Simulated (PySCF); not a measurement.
# Dipole moment and polarisability of `C=N[Si@](N)(C=O)CC#N`

Compound: C4H7N3OSi.
Atom-mapped SMILES: `[CH2:1]=[N:2][Si@:3]([NH2:4])([CH:5]=[O:6])[CH2:7][C:8]#[N:9]` (hydrogens: H10, H11 on C1; H12, H13 on N4; H14 on C5; H15, H16 on C7)

Cartesian coordinates in Å at the GFN2-xTB level; atoms count from 1:
```
atom  x, y, z in Å
C1     0.4374   -2.4047    0.8298
N2    -0.2131   -1.5155    0.2368
Si3    0.1566    0.0958   -0.2763
N4    -0.3170    0.4466   -1.8892
C5     2.0404    0.4593   -0.1794
O6     2.7236    0.0329    0.7202
C7    -0.8467    1.2578    0.8713
C8    -2.2050    1.2731    0.4373
N9    -3.2830    1.2736    0.0526
H10    1.4703   -2.2948    1.1671
H11   -0.0435   -3.3580    1.0328
H12   -1.2987    0.5905   -2.0684
H13    0.1029   -0.0419   -2.6636
H14    2.5289    1.0053   -1.0133
H15   -0.8055    0.9150    1.9048
H16   -0.4550    2.2740    0.8262
```

Level: B3LYP/def2-SVPD (PySCF), static field, nuclei fixed, core orbitals frozen in the response. The polarisability tensor in these axes (au):

```
x   107.58  -6.96   6.25
y    -6.96  93.12 -10.79
z     6.25 -10.79  82.20
```

**Question.** What are the eigenvalues, a third of the trace, and Δα (Δα² = ½Σ(αi − αj)² over the three pairs)?

**Answer.** Principal values 75.47, 93.71 and 113.72 au; mean 94.30 au = 13.97 Å³ = 15.55 × 10⁻⁴⁰ C²·m²/J; Δα = 33.14 au (35 % of the mean).

**Question.** What is the dipole moment, and where does it point?

**Answer.** (2.81, -0.82, -0.51) D, 2.97 D in size, pointing from the negative to the positive side. Measured along this direction, the outermost atoms are N9 at the negative end and O6 at the positive end.

**Question.** Sum over states: ᾱ = Σ f/ω², ω in Eh. What share falls to these 8 lowest TDDFT singlets (eV, f)? 2.89, 0.0041; 3.72, 0.0013; 4.29, 0.0163; 4.76, 0.0083; 5.04, 0.0105; 5.64, 0.0152; 5.78, 0.0431; 5.91, 0.0129.

**Answer.** They add up to 3.26 au, 3.5 % of the 94.30 au; the largest single term is 0.96 au, from the state at 5.78 eV. Terms in order: 0.37, 0.07, 0.66, 0.27, 0.31, 0.35, 0.96, 0.27 au. Higher excitations give the rest. The strengths listed sum to 0.112.

**Question.** Estimate the molar refractivity from the static electronic polarisability.

**Answer.** Lorentz–Lorenz: R = (4π/3)N_A α = 2.5225 cm³/(mol·Å³) × 13.97 Å³ = 35.2 cm³/mol, in the limit of long wavelengths.

**Question.** Find the Langevin capture rate constant for O2+ (31.990 u) meeting this molecule (141.036 u), k = 2.342 × 10⁻⁹ cm³/s × √(α in Å³ / reduced mass in u).

**Answer.** The reduced mass is 26.08 u, so k = 1.71 × 10⁻⁹ cm³/s. The formula leaves out the permanent dipole, which adds to the capture rate.

Isolated species at its GFN2-xTB geometry (one conformer only).

These values come from a run that also computed excited states. Hardware: an Arm Neoverse N1 with one thread, on a shared host. Cost: 1.7 min, 0.97 GiB resident at most.
